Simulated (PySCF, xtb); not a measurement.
C3H9B, SMILES CB(C)C.

GFN2-xTB (xtb) at its own geometry gives an orbital gap of 4.95 eV and a dipole moment of 0.05 D.

Geometry optimised at PBE0-D3(BJ)/def2-SVP. The isomer is the one that the SMILES or the coordinates give; other isomers of the formula were not compared.

**Question.** What does B3LYP/def2-TZVP (PySCF) give? (The exact figures need the calculation; the answer reports its results.)

**Answer.** gap 7.96 eV (levels -8.30 and -0.34 eV), dipole 0.08 D.
